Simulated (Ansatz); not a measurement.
Start from `C[B](N)[GaH2]` and change one atom or group to get `CB(N)N`.

Ansatz, PBE0-D4/def2-TZVP geometries, multiplicity 1. Each molecule was computed in one conformer, which needn't be the lowest.

Scalar relativity is left out up to krypton.

```tsv
property	`C[B](N)[GaH2]`
HOMO–LUMO gap (B3LYP/def2-TZVPP) / eV	4.64
LUMO energy (PBE0/def2-TZVPP) / eV	-1.78
HOMO–LUMO gap (ωB97M-V/def2-TZVPP) / eV	8.93
LUMO energy (PBE/def2-TZVPP) / eV	-2.59
ideal-gas entropy at 298 K and 1 bar (rigid rotor, harmonic PBE0-D4/def2-TZVP) / J/(mol·K)	350
size of the dipole moment (ωB97M-V/def2-TZVPP) / D	2.51
```

(1) What does the change do to each property? (Best estimate.)

## Answers

(1) Ansatz gave: 
| property | `CB(N)N` | shift |
| --- | --- | --- |
| HOMO–LUMO gap (B3LYP/def2-TZVPP) / eV | 7.03 | 2.39 |
| LUMO energy (PBE0/def2-TZVPP) / eV | 0.87 | 2.65 |
| HOMO–LUMO gap (ωB97M-V/def2-TZVPP) / eV | 11.27 | 2.34 |
| LUMO energy (PBE/def2-TZVPP) / eV | 0.10 | 2.69 |
| ideal-gas entropy at 298 K and 1 bar (rigid rotor, harmonic PBE0-D4/def2-TZVP) / J/(mol·K) | 314 | -36 |
| size of the dipole moment (ωB97M-V/def2-TZVPP) / D | 1.09 | -1.42 |

With PBE0 the HOMO rises by 0.09 eV and the LUMO rises by 2.65 eV, so the gap widens by about 2.56 eV. PBE moves the HOMO by 0.37 eV and ωB97M-V by -0.17 eV. Dipoles are sizes alone; their direction can turn. Modes under 60 cm⁻¹, often nearly free rotors, make the harmonic entropy too high.

B3LYP here is the variant with VWN-RPA as its local correlation; programs differ in this.
